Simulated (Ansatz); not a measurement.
A structure relaxed at PBE0-D4/def2-TZVP, charge 0, multiplicity 1:

```json
{"atom": "O1", "x (Å)": "-0.514", "y (Å)": "0.864", "z (Å)": "0.808"}
{"atom": "Ga2", "x (Å)": "-0.999", "y (Å)": "-1.000", "z (Å)": "0.435"}
{"atom": "O3", "x (Å)": "0.516", "y (Å)": "-0.865", "z (Å)": "-0.806"}
{"atom": "Ga4", "x (Å)": "0.998", "y (Å)": "1.001", "z (Å)": "-0.435"}
{"atom": "H5", "x (Å)": "-0.303", "y (Å)": "1.052", "z (Å)": "1.725"}
{"atom": "H6", "x (Å)": "-2.305", "y (Å)": "-1.065", "z (Å)": "-0.423"}
{"atom": "H7", "x (Å)": "-0.608", "y (Å)": "-1.849", "z (Å)": "1.688"}
{"atom": "H8", "x (Å)": "0.307", "y (Å)": "-1.055", "z (Å)": "-1.723"}
{"atom": "H9", "x (Å)": "2.306", "y (Å)": "1.070", "z (Å)": "0.420"}
{"atom": "H10", "x (Å)": "0.603", "y (Å)": "1.847", "z (Å)": "-1.689"}
```

**Question.** Give its formula and SMILES.

**Answer.** Ga2H6O2, `[OH+]1[GaH2-][OH+][GaH2-]1`.

**Question.** Point group (tolerance 0.08 Å, 0.16 Å for H)?

**Answer.** C2h.

**Question.** Summarise the bond lengths by kind.

**Answer.** 4 × Ga–O 1.962 Å; 2 × H–O 0.959 Å; 4 × Ga–H 1.563 to 1.564 Å.

All numbers were calculated with Ansatz.
